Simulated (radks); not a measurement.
All-electron atom: Ar I in [Ar].

Method: Dirac Kohn-Sham, BLYP, spin-unpolarised, spherical densities, point nucleus; computed with a radial shooting solver on a logarithmic mesh with Libxc functionals.

Energy parts (eV):
| part | energy |
|---|---|
| total | -14406.763 |
| kinetic | 14494.797 |
| electron-nucleus | -34381.840 |
| Hartree | 6324.683 |
| exchange-correlation | -844.402 |

Orbitals (lengths in bohr, moments of r in powers of bohr; r(max) is where P^2 peaks):
\begin{tabular}{lrrr}
orbital & occ. & eigenvalue (eV) & r(max) \\ \hline
1s1/2 & 2 & -3121.652 & 0.05605 \\
2s1/2 & 2 & -296.8801 & 0.3387 \\
2p1/2 & 2 & -231.4743 & 0.2793 \\
2p3/2 & 4 & -229.2357 & 0.2812 \\
3s1/2 & 2 & -24.1320 & 1.172 \\
3p1/2 & 2 & -10.2594 & 1.281 \\
3p3/2 & 4 & -10.0816 & 1.289 \\
\end{tabular}

The highest occupied level is 3p3/2 at -10.082 eV. Summed over all electrons, <r^2> = 26.33 bohr^2, which gives a Langevin (diamagnetic) susceptibility term of -20.9 x 10^-6 cm^3/mol.
